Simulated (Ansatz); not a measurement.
Geometry optimisation, RKS revPBE-D4/STO-3G in Ansatz.

The input (input.yaml):

```yaml
crystal:
  periodic: [false, false, false]
  atoms:
    - { symbol: "N", position_ang: [-0.9388, -1.9399, 0.7601] }
    - { symbol: C, position_ang: [-0.0229, -0.9831, 1.3084] }
    - { symbol: "N", position_ang: [-0.1587, 0.3089, 0.6306] }
    - { symbol: C, position_ang: [0.5393, 0.3583, -0.5033] }
    - { symbol: Si, position_ang: [0.4393, 1.9023, -1.5442] }
    - { symbol: H, position_ang: [-1.8816, -1.3912, 0.7521] }
    - { symbol: H, position_ang: [-1.0655, -2.6854, 1.3808] }
    - { symbol: H, position_ang: [1.0302, -1.3825, 1.2325] }
    - { symbol: H, position_ang: [-0.2222, -0.8179, 2.4171] }
    - { symbol: H, position_ang: [1.0045, -0.5089, -0.9159] }
    - { symbol: H, position_ang: [1.1332, 1.6863, -2.797] }
    - { symbol: H, position_ang: [1.1583, 3.0425, -0.832] }
    - { symbol: H, position_ang: [-0.9948, 2.3759, -1.8742] }
basis:
  gaussian: { orbitals: STO-3G }
hamiltonian:
  xc: revpbe
  dispersion: d4
relax:
  f_tol: 0.02
  max_steps: 40
output:
  orbitals: {}
```

Run as:

```bash
$ ansatz run input.yaml --threads 1 --pin off --max-ram 2048MiB --backend cpu --events-out ev --progress --plain --runs-dir out
```

Q: Where does it end, and by what steps?

A: The forces met the threshold. Limits of this set-up: minimal basis. After 28 steps the energy has fallen by 0.840 eV; H10 moved furthest, 0.87 Å.

| step | energy less start (eV) | largest force component (eV/Å) | accepted |
| --- | --- | --- | --- |
| 0 | 0.0000 | 5.088 | yes |
| 1 | -0.5863 | 1.796 | yes |
| 2 | -0.6928 | 1.929 | yes |
| 3 | -0.7973 | 0.692 | yes |
| 4 | -0.8066 | 0.231 | yes |
| 5 | -0.8144 | 0.076 | yes |
| 6 | -0.8149 | 0.032 | yes |
| 7 | -0.8151 | 0.029 | yes |
| 8 | -0.8156 | 0.055 | yes |
| 9 | -0.8153 | 0.336 | no |
| 10 | -0.8168 | 0.032 | yes |
| 11 | -0.8183 | 0.254 | yes |
| 12 | -0.8195 | 0.237 | yes |
| 13 | -0.8224 | 0.218 | yes |
| 14 | -0.8112 | 0.340 | no |
| 15 | -0.8322 | 0.053 | yes |
| 16 | -0.8321 | 0.197 | no |
| 17 | -0.8329 | 0.057 | yes |
| 18 | -0.8339 | 0.072 | yes |
| 19 | -0.8349 | 0.174 | yes |
| 20 | -0.8360 | 0.071 | yes |
| 21 | -0.8369 | 0.044 | yes |
| 22 | -0.8378 | 0.049 | yes |
| 23 | -0.8382 | 0.062 | yes |
| 24 | -0.8388 | 0.047 | yes |
| 25 | -0.8392 | 0.044 | yes |
| 26 | -0.8391 | 0.053 | no |
| 27 | -0.8395 | 0.031 | yes |
| 28 | -0.8397 | 0.018 | yes |

```xyz
13
Properties=species:S:1:pos:R:3
N -1.053 -2.145 0.717
C -0.122 -1.031 1.231
N -0.407 0.214 0.364
C 0.616 0.524 -0.426
Si 0.483 2.001 -1.592
H -2.026 -1.703 0.856
H -1.045 -2.846 1.536
H 0.932 -1.402 1.154
H -0.321 -0.725 2.295
H 1.571 -0.063 -0.426
H 0.704 1.551 -2.962
H 1.519 2.971 -1.255
H -0.830 2.619 -1.476
```

Whether the end is a true minimum wasn't checked by a vibrational analysis.

Time of the run: 75 s on 1 thread of Arm Neoverse V1 (shared host), peak memory 0.12 GiB.
